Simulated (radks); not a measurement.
Results of a calculation; reference values are marked as such.
Task: The tantalum ion Ta53+, configuration [Ar] 3d2 (the NIST ground configuration). Code: a radial shooting solver on a logarithmic mesh with Libxc functionals. Model: Dirac Kohn-Sham, PBE, spin-unpolarised, spherical densities, point nucleus; open shells are shared between the two j in proportion to 2j + 1.

Spin-orbit splittings of the eigenvalues, e(l+1/2) - e(l-1/2), with zeta = 2 splitting/(2l+1) and mean radii in bohr:

| shell | occ. | splitting (eV) | zeta (eV) | <r> j=l-1/2 | <r> j=l+1/2 |
|---|---|---|---|---|---|
| 2p | 6 | 1288 | 858.5 | 0.06439 | 0.07204 |
| 3p | 6 | 321.8 | 214.5 | 0.1814 | 0.1934 |
| 3d | 2 | ? | ? | 0.1666 | 0.1703 |

Estimate the 3d splitting.

Result: 74.56 eV (zeta = 29.83 eV).
